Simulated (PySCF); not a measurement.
**Ru⁺: excitation energy**

Ru⁺ [Kr] 4d7 (4F) → Ru⁺ [Kr] 4d6 5s1 (6D), as a difference of total energies. Computed with PySCF 2.14 in def2-TZVPPD with the def2 core potential (28 electrons) (6s4p3d2f1g, 56 functions), with scalar relativity through the core potential. Correlated levels: valence and next inner shell: nothing frozen outside the core potential. The calculations carry no spin-orbit coupling.

```csv
method,excitation energy (eV),error (eV)
UHF,0.364,-0.726
MP2 (valence and next inner shell),0.683,-0.407
SCS-MP2 (valence and next inner shell),0.997,-0.093
CCSD (valence and next inner shell),0.751,-0.339
CCSD(T) (valence and next inner shell),0.770,-0.320
```

Reference: 1.090 eV (measured; NIST levels, between the centres of gravity of the two terms).

Errors of the correlated levels include the incompleteness of this basis.
